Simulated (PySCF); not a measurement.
Working out the excitation energy of Sc

Sc [Ar] 3d1 4s2 (2D) → Sc [Ar] 3d2 4s1 (4F). Computed with PySCF 2.14 in aug-cc-pVDZ-DK, with scalar relativity by spin-free X2C-1e. Frozen: [Ar]. Energies in hartree (1 hartree = 27.21139 eV):

```
            part   Sc (lower)   Sc (upper)
             UHF  -763.283460  -763.242206
CCSD correlation    -0.038635    -0.017955
             (T)    -0.000841    -0.000197
```

Problem. What does Hartree-Fock give?

Solution. (-763.242206) − (-763.283460) = 0.041254 hartree = 1.123 eV.

Problem. What do CCSD and CCSD(T) give?

Solution. The CCSD correlation energies differ by 0.020680 hartree = 0.563 eV and the triples by 0.000644 hartree = 0.018 eV, so CCSD gives 1.686 eV and CCSD(T) 1.704 eV.

Measured between the centres of the two terms (NIST): 1.427 eV, so CCSD(T) (valence) is off by 0.277 eV.

A double-zeta basis recovers only part of the correlation energy.

What remains against the reference includes basis incompleteness, the frozen core and higher excitations.
